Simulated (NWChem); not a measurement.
System: C4H3S, doublet; SMILES [c]1ccsc1

Here is an NWChem input.

```
start job
memory heap 200 mb stack 900 mb global 1100 mb
geometry units angstroms noautoz
  C      0.881084    -1.180582     0.000000
  C      1.303441     0.099750     0.000000
  S     -0.112718     1.143225     0.000000
  C     -1.190420    -0.221956     0.000000
  C     -0.517187    -1.416500     0.000000
  H      2.297769     0.522535     0.000000
  H     -2.260708    -0.059570     0.000000
  H     -0.992491    -2.389913     0.000000
end
basis spherical
  * library def2-svp
end
dft
  odft
  mult 2
  xc b3lyp
  iterations 150
  mulliken
end
task dft energy
```

In the optimisation the excess spin sits in a' (Cs, its own frame). Coordinates come from a B3LYP/6-31G* (spherical d), spin-unrestricted optimisation. No stability test was run on the SCF state.

Problem. Give the results of this calculation. (B3LYP/def2-SVP, spin-unrestricted.) Quantities: basis functions; energy (Ha); highest occupied level (eV); lowest empty minus highest occupied level, either spin (eV); dipole (D); <S²>.

Solution. 
* **number of basis functions**: 89
* **energy (Ha)**: -552.09
* **highest occupied level (eV)**: -6.74
* **lowest empty minus highest occupied level, either spin (eV)**: 3.87
* **dipole (D)**: 0.60
* **<S²>**: 0.758
